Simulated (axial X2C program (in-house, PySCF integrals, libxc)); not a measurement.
**Potential curves of ZrTe⁻, with spin–orbit coupling**

Computed with an axial X2C code built on PySCF integrals. Two-component (2c) means X2C with spin–orbit coupling and atomic mean-field two-electron Coulomb and Gaunt terms. Basis: Te dyall-acv3z [12s13p9d5f1g], Zr dyall-acv3z [12s13p10d6f3g] (cores contracted in-house); Gaussian nuclei, density fitting, unrestricted open shells. Masses: Te 129.906 u, Zr 89.905 u.

State: Ω = 3/2 (⟨Sz⟩ = -0.50, ⟨Lz⟩ = 2.00 at LDA). Energies in eV from the lowest point of each curve. Fits are polynomials in 1 − R0/R over 0.85 to 1.23 times the lowest point R0.

| R (Å) | LDA |
| --- | --- |
| 2.2324 | 1.1907 |
| 2.3351 | 0.4895 |
| 2.4120 | 0.1931 |
| 2.4890 | 0.0415 |
| 2.5660 | 0.0000 |
| 2.6558 | 0.0537 |
| 2.7456 | 0.1855 |
| 2.8611 | 0.4296 |
| 3.0022 | 0.7901 |
| 3.2075 | 1.3496 |

One determinant describes the state; a PBE0 search over occupations chose it and may have missed a lower one. Density functionals use the spin component along the axis (collinear). Other states lie close and PBE0, whose exact exchange favours high spin, may order them wrongly; the determinant shown need not be the ground state. The nearest other 2c determinant of the search, Ω = 5/2, lies 0.08 eV up at the distance of the search. Without a current term, density functionals place determinants with orbital angular momentum somewhat too high. The highest occupied level of some functionals is positive through self-interaction error; at Hartree–Fock it is bound. The determinant is spin-polarised beyond a pure state at some levels (its spin-free form has ⟨S²⟩ too high), which makes Re and μ there less reliable.

**Question.** What are Re and ωe at the LDA level?

**Answer.** At LDA, 2c: Re = 2.563 Å, ωe ≈ 267 cm⁻¹; Be follows as 0.0483 cm⁻¹.
